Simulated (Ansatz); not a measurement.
Basis sets compared for the cluster Sn₄O₄. Total charge 0; singlet. Geometry PBE-D4/def2-SVP. Ansatz on 4 threads of Arm Neoverse V1 on a shared host; times are rough, and most runs start from earlier orbitals.

```xyz
8

Sn    1.411   -1.274    0.681
Sn   -1.233    0.512    1.515
Sn    0.888    1.658   -0.734
Sn   -1.066   -0.896   -1.462
O     0.916    0.770    1.257
O    -1.213    1.095   -0.586
O    -0.763   -1.425    0.631
O     1.060   -0.440   -1.302
```

In the def2 sets Sn takes a core potential; there is no spin–orbit coupling. The structure comes from a short search, and lower isomers may exist.

Binding counts from free atoms (Sn triplet, O triplet) in the same basis, without a counterpoise term.

| level | functions | energy (Eh) | HOMO (eV) | LUMO (eV) | binding per atom (eV) | wall time |
| --- | --- | --- | --- | --- | --- | --- |
| PBE-D4/def2-SVP | 160 | -1157.8787 | -5.60 | -2.29 | 4.23 | 3 s |
| PBE-D4/def2-TZVP | 324 | -1158.2806 | -5.68 | -2.41 | 4.23 | 7 s |
| r2SCANh-D4/def2-TZVP | 324 | -1158.6790 | -6.38 | -1.98 | 3.97 | 25 s |
| PBE0-D4/def2-SVP | 160 | -1157.8703 | -6.71 | -1.57 | 3.92 | 5 s |
| PBE0-D4/def2-TZVP (with forces) | 324 | -1158.2686 | -6.76 | -1.71 | 3.94 | 27 s |

(1) Estimate the rows for PBE-D4/def2-TZVPD, r2SCANh-D4/def2-TZVPD, PBE0-D4/def2-TZVPD.

## Answers

(1) 
| level | functions | energy (Eh) | HOMO (eV) | LUMO (eV) | binding per atom (eV) | wall time |
| --- | --- | --- | --- | --- | --- | --- |
| PBE-D4/def2-TZVPD | 384 | -1158.2854 | -5.69 | -2.43 | 4.23 | 12 s |
| r2SCANh-D4/def2-TZVPD | 384 | -1158.6842 | -6.37 | -1.99 | 3.98 | 37 s |
| PBE0-D4/def2-TZVPD | 384 | -1158.2737 | -6.76 | -1.73 | 3.95 | 23 s |
